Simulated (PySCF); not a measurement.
Species: C7H7F2 (doublet state).
Z-matrix (Å and degrees, GFN2-xTB geometry), rows numbered from 1:
```
C 
C   1  1.2879
C   2  1.5238  1  125.53
F   3  1.3760  2  110.48  1     0.08
C   3  1.5580  2  115.61  1  -130.27
C   5  1.5047  3   85.42  2  -114.03
C   6  1.3356  5   95.08  3    -2.38
C   7  1.4857  3  130.58  2   -62.68
F   8  1.3817  7  110.42  3    81.85
H   1  1.0639  2  139.36  3    -0.09
H   2  1.0827  1  122.74  3   179.03
H   5  1.0882  3  112.72  2   130.69
H   5  1.0882  3  115.52  2     3.18
H   6  1.0739  5  131.03  3   177.68
H   8  1.0951  7  111.16  3   -36.09
H   8  1.0950  7  111.14  3  -160.10
```

The hyperfine couplings belong to this conformer and change with its torsions.

As a line formula: `[H]/[C]=C\[C@]1(F)CC=C1CF` [radical].

Theory: UKS B3LYP, pcH-1 on C F H, non-relativistic, mean-field spin-orbit, GIAO (PySCF 2.14.0). The structure is a single GFN2-xTB conformer in the gas phase; no vibrational or solvent corrections. Couplings are sensitive to structure, and on GFN2-xTB geometries they can be far from those on DFT ones. Stability of the SCF solution: not tested.

Question: The isotropic 19F couplings are +11.2, -0.8 MHz. Assign them to F4; F9.

Answer: 
```csv
site,a_iso (MHz),ρ(0) (bohr⁻³),position,distance from C1 (Å),bound to,spin population there,largest |T| (MHz)
F4,+11.2,+0.0027,3 bonds from C1,2.76,C3,+0.07,6.3
F9,-0.8,-0.0002,5 bonds from C1,4.26,C8,0.00,1.4
```

ρ(0) is the spin density at the nucleus and T the dipolar tensor. Largest spin populations (Mulliken): C1 (+1.04), C2 (-0.17) and C3 (+0.07). No atom but C1 exceeds +0.15.

Examples of negative spin density at the nucleus (bohr⁻³): C2 (-0.0122), C5 (-0.0057) and C7 (-0.0051).
